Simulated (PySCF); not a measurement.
## Spinor energies of Ho²⁵⁺ (holmium, charge +25)

Start: [Kr] 4d6; 4d3/2 filled at m_j = -3/2, -1/2, +1/2, +3/2; 4d5/2 filled at m_j = +3/2, +5/2. Calculated with PySCF 2.14 in an even-tempered Gaussian basis (17 s from 1.9 bohr⁻², ratio 2.8; 14 p from 2.5 bohr⁻², ratio 2.8; 9 d from 2.5 bohr⁻², ratio 2.8; 4 f from 11 bohr⁻², ratio 3): generalised Hartree-Fock with the X2C-1e Hamiltonian and a Gaussian nucleus; spin-orbit coupling (SO) screened by Boettger's factors.

```csv
spinor shell,electrons,"ε, screened SO (eV)",weight of nominal j (screened SO),"rms radius, screened SO (bohr)"
1s1/2,2,-56698.6,1.000,0.0236
2s1/2,2,-10288.0,1.000,0.0953
2p1/2,2,-9814.3,1.000,0.0814
2p3/2,4,-8950.3,1.000,0.0881
3s1/2,2,-2970.8,1.000,0.245
3p1/2,2,-2765.1,1.000,0.235
3p3/2,4,-2578.7,1.000,0.249
3d3/2,4,-2231.7,0.998,0.221
3d5/2,6,-2188.1,0.999,0.225
4s1/2,2,-1176.3,1.000,0.517
4p1/2,2,-1092.7,0.988,0.522
4p3/2,4,-1032.8,0.994,0.546
4d3/2,4,-897.30,0.897,0.549
4d5/2,2,-886.58,0.889,0.555
```

```json
{"quantity": "E (hartree)", "screened SO": "-12336.02578"}
{"quantity": "M_J", "screened SO": "4"}
{"quantity": "⟨J²⟩", "screened SO": "20.033"}
{"quantity": "⟨L²⟩", "screened SO": "9.698"}
{"quantity": "⟨S²⟩", "screened SO": "4.079"}
```

Each row is a mean over spinors that exchange with the open shell spreads, by up to 21.465 eV (4p3/2).

Rows whose weight is well below 1 are mixtures of j = l ± 1/2: exchange outweighs spin-orbit coupling there, and the label is only the starting occupation.

Breit and QED terms are absent; they matter most for the inner s and p1/2 levels.

Densities and radii are taken from the X2C orbitals without a picture-change correction, which distorts them close to the nucleus.
